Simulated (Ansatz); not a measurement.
The same path of C3H7OSb (12 atoms, charge 0, multiplicity 1) was run twice with different band settings. The coordinate that changes most is the height of Sb5 over the plane of its neighbours.

Theory: RKS BLYP-D4/def2-SVP (Ansatz 0.2.0).

Relaxed end points:

```xyz
12
Properties=species:S:1:pos:R:3
C -1.768 0.481 -0.281
C -0.255 0.466 -0.310
O 0.414 1.357 0.619
C 0.561 -0.066 0.810
Sb 2.640 -0.832 0.568
H -2.161 1.375 -0.808
H -2.143 0.502 0.761
H -2.177 -0.417 -0.790
H 0.202 0.446 -1.319
H 0.029 -0.470 1.695
H 2.103 -2.458 0.219
H 2.632 -0.439 -1.129
```

```xyz
12
Properties=species:S:1:pos:R:3
C -1.889 0.515 -0.166
C -0.421 0.488 -0.539
O 0.451 1.366 0.210
C 0.621 -0.059 0.366
Sb 2.526 -0.871 -0.451
H -2.379 1.424 -0.573
H -2.016 0.518 0.934
H -2.415 -0.369 -0.583
H -0.212 0.475 -1.629
H 0.304 -0.457 1.349
H 2.148 -2.498 0.060
H 3.358 -0.589 1.055
```

Common settings: climbing image yes; spring 5.0 eV/Å²; optimiser quadratic models (default); start path through a guess of the saddle point; force threshold 0.05 eV/Å; iteration limit 60; end points relaxed.

| run | movable images |
| --- | --- |
| 1 | 7 |
| 2 | 2 |

Problem. What does each run give, and how far can it be trusted?

Solution. Run 1: converged after 33 iterations, highest image 2.087 eV above the first end. Neighbouring images differ by up to 2.0 eV, so the band resolves the path poorly. A vibrational analysis at the climbing image gives one clearly imaginary mode, 938i cm⁻¹: a first-order saddle point.
Run 2: converged after 43 iterations, highest image 2.083 eV above the first end. Neighbouring images differ by up to 2.1 eV, so the band resolves the path poorly. The order of the stationary point at the top wasn't checked. So few images can step over the top or miss a turn of the path.
